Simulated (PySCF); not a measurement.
## Thallium: a sound run and one with changed settings

Sound run: Tl⁺ [Xe] 4f14 5d10 6s2, Tl²⁺ [Xe] 4f14 5d10 6s1. All numbers are calculated (PySCF 2.14, a scalar-relativistic core potential, in def2-SVP with the def2 core potential (60 electrons) (4s4p2d, 26 functions)). The sound run starts from symmetry-adapted Hartree-Fock orbitals and uses a fine grid where one is needed.

A second run was set up differently.

```
species  method  sound run (hartree)  changed run (hartree)  converged
    Tl⁺     UHF           -171.32998             -171.32857         no
    Tl⁺    BP86           -172.44122             -172.21467         no
    Tl⁺   M06-L           -172.41622             -172.24977         no
   Tl²⁺     UHF           -170.65497             -170.65476         no
   Tl²⁺    BP86           -171.68198             -171.62443         no
   Tl²⁺   M06-L           -171.68184             -171.63462         no
```

What was changed?
A. too few SCF iterations
B. radial grid too coarse
C. minimal basis
D. angular grid far too coarse

A. It used initial guess 1e, at most 2 SCF cycles. The SCF was stopped early; the energies are upper bounds that still move, and correlated levels were skipped or rest on poor orbitals.
